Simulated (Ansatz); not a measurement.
(F3Sn)2NH (Sn₂NF₆H). The state is a triplet with charge 0. Geometry PBE0-D4/def2-SVP, that of the neutral singlet; atoms count from 1.

```
atom   x (Å)   y (Å)   z (Å)
 Sn1  -1.234   0.213   0.889
  F2  -1.032   2.048   1.374
  F3  -3.115   0.055   0.536
  F4  -0.951  -0.987   2.345
  N5  -0.458  -0.345  -0.895
 Sn6   1.501  -0.202  -0.847
  F7   2.636  -1.730  -0.927
  F8   2.468   1.138  -1.797
  F9   1.232   0.335   1.024
 H10  -1.047  -0.524  -1.704
```

In the def2 sets Sn takes a core potential; there is no spin–orbit coupling. At PBE0-D4/def2-TZVP a singlet of charge 0 lies 3.73 eV below the triplet at the same geometry.

Estimate the Mulliken populations from the PBE0/def2-TZVP orbitals of Ansatz.


| atom | charge (e) | spin (α − β) |
| --- | --- | --- |
| Sn1 | 1.47 | 0.20 |
| F2 | -0.42 | 0.03 |
| F3 | -0.46 | 0.02 |
| F4 | -0.43 | 0.02 |
| N5 | -0.35 | 0.96 |
| Sn6 | 1.25 | 0.56 |
| F7 | -0.44 | 0.07 |
| F8 | -0.43 | 0.08 |
| F9 | -0.44 | 0.01 |
| H10 | 0.26 | 0.03 |
Mulliken values and Mayer orders depend strongly on the basis.

Where does the spin sit?

Summed by element: Sn 0.77, F 0.24, N 0.96, H 0.03, of 2 unpaired in all. Largest on single atoms: N5 0.96, Sn6 0.56, Sn1 0.20.

And the Mayer bond orders between bonded heavy atoms (over 0.3)?

Sn1–F2 0.86 (1.91 Å); Sn1–F3 0.84 (1.92 Å); Sn1–F4 0.86 (1.91 Å); Sn1–N5 0.54 (2.02 Å); N5–Sn6 0.39 (1.97 Å); Sn6–F7 0.83 (1.90 Å); Sn6–F8 0.82 (1.91 Å); Sn6–F9 0.61 (1.97 Å).
